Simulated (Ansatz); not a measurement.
C2H5FGeO can be A, `C[C](=O)[GeH2][F]`, or B, `[CH3][Ge@H]1[O][C@@H]1F`.

Program: Ansatz. Geometries: PBE0-D4/def2-TZVP. ΔE: electronic, gas phase. CCSD(T)/CBS is the MP2 limit (def2-TZVPP, def2-QZVPP) plus CCSD(T) − MP2 in def2-TZVPP, frozen cores. Functionals use def2-TZVPP. For Ge outer-core shells are correlated without core-valence functions, which leaves a few kJ/mol of doubt a bond. Scalar relativity is left out up to krypton. One conformer a species, not always the lowest.

**Question.** Which is lower in electronic energy at CCSD(T)/CBS, and by how much? (Best estimate.)

**Answer.** The calculation gave: A, by 135.4 kJ/mol.

**Question.** Give E(B) − E(A) in kJ/mol with PBE0-D4, ωB97M-V, PBE-D4, CCSD(T)/def2-SVP, CCSD(T)/def2-TZVPP, CCSD/def2-TZVPP, HF/def2-TZVPP. (Best estimate.)

**Answer.** Ansatz gave: PBE0-D4 129.9, ωB97M-V 140.7, PBE-D4 124.3, CCSD(T)/def2-SVP 163.3, CCSD(T)/def2-TZVPP 140.6, CCSD/def2-TZVPP 147.2, HF/def2-TZVPP 189.9. None reverses the order clearly.

**Question.** Does the order hold for the free energy at 298.15 K (harmonic terms from PBE0-D4)? (Estimate.)

**Answer.** Computed: Yes: G(B) − G(A) = +146.4 kJ/mol, for one conformer each. Modes under 60 cm⁻¹, often nearly free rotors, make the harmonic entropy too high.

Largest T1 diagnostic: 0.014.

Leaving LDA and LC-ωPBE aside and taking each functional with its dispersion term where it has one, the values, not all of them listed here, spread over 33.7 kJ/mol, from PBE-D4 to BHLYP-D4. LDA lies −21.4 kJ/mol from PBE without D4. From r2SCAN to r2SCAN0 (25 % exact exchange), in def2-TZVPP and without D4, E(B) − E(A) moves by +3.3 kJ/mol.
